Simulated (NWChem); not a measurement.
System: C$_{2}$H$_{7}$FOSi; SMILES C[Si](C)(O)F

Input file for NWChem:

```
start job
memory heap 200 mb stack 900 mb global 1100 mb
geometry units angstroms noautosym nocenter noautoz
  C     -1.034032     0.002240     1.593061
  Si    -0.019724     0.086709     0.031720
  C     -1.039390     0.090799    -1.540247
  O      0.929157     1.444133     0.161136
  F      0.944060    -1.219530    -0.046972
  H     -1.704451     0.865839     1.669101
  H     -0.386461     0.001827     2.476469
  H     -1.646692    -0.905900     1.621266
  H     -0.407282     0.138412    -2.435170
  H     -1.719974     0.949820    -1.564714
  H     -1.645273    -0.819711    -1.617536
  H      1.496386     1.648693    -0.595237
end
basis spherical
  * library sto-3g
end
dft
  xc b3lyp
  iterations 150
end
property
  response 1 0.0773
end
task dft property
```

STO-3G and 3-21G are far too small for this property and stand as cheap habits. Geometry: optimised at B3LYP/6-31G* (spherical d). B3LYP is NWChem's, with the RPA form of VWN correlation.

Field at 589 nm.

Question: What results follow from this input? (B3LYP/STO-3G.) Quantities: isotropic polarisability (bohr³); anisotropy (bohr³).

Answer: The isotropic polarisability (bohr³) is 24.3 and the anisotropy (bohr³) is 5.6.
